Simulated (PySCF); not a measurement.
Species: C5H9NOSi2.
Atom-mapped SMILES: `[CH:1]#[C:2][C:3](=[O:4])[C@@H:5]1[CH2:6][SiH2:7][Si@H:8]1[NH2:9]`

Structure used (GFN2-xTB), in Å, numbered top down from 1:
```
atom  x, y, z in Å
C1     3.682    0.205   -0.723
C2     2.586    0.283   -0.237
C3     1.287    0.429    0.349
O4     1.089    0.298    1.557
C5     0.172    0.613   -0.565
C6    -0.934    1.409    0.132
Si7   -1.522    0.084    1.396
Si8   -0.546   -1.221   -0.291
N9    -1.325   -1.618   -1.786
H10    4.635    0.126   -1.158
H11    0.458    0.934   -1.563
H12   -1.719    1.668   -0.579
H13   -0.551    2.341    0.547
H14   -3.007   -0.001    1.360
H15   -1.161    0.219    2.797
H16    0.501   -2.245   -0.221
H17   -1.673   -2.555   -1.906
H18   -1.982   -0.964   -2.181
```

Definitions: NICS(0) = −σiso at the ring centroid; NICS(1) = −σiso and NICS(1)zz = −σzz at ±1 Å along the ring normal z. Level: GIAO PBE0/pcSseg-1 (PySCF, non-relativistic, gas phase) on the GFN2-xTB geometry, one conformer.

Ring bond lengths (Å), with Mayer bond orders in brackets: C5–C6 1.531 (0.98), C6–Si7 1.923 (0.86), Si7–Si8 2.345 (0.85), Si8–C5 1.989 (0.72).

Task: What do the NICS probes read (ppm)?

Result: 
```
         ring                                                type  NICS(0)  NICS(1), two faces  NICS(1)zz, two faces  rms pucker (Å)  centre to ring atoms, mean (Å)
C5–C6–Si7–Si8  4-membered ring with 2 Si; formal bonds all single     -1.1         -0.9 / -2.0            4.0 / -3.8            0.18                            1.36
```

Task: What can be read from them?

Result: 
- C5–C6–Si7–Si8: mean NICS(1)zz 0.1 ppm, near zero. C5, C6, Si7, Si8 have four or more neighbours, and the NICS criterion for π rings isn't applied. The two faces differ by 7.8 ppm, so no symmetry operation interchanges them.
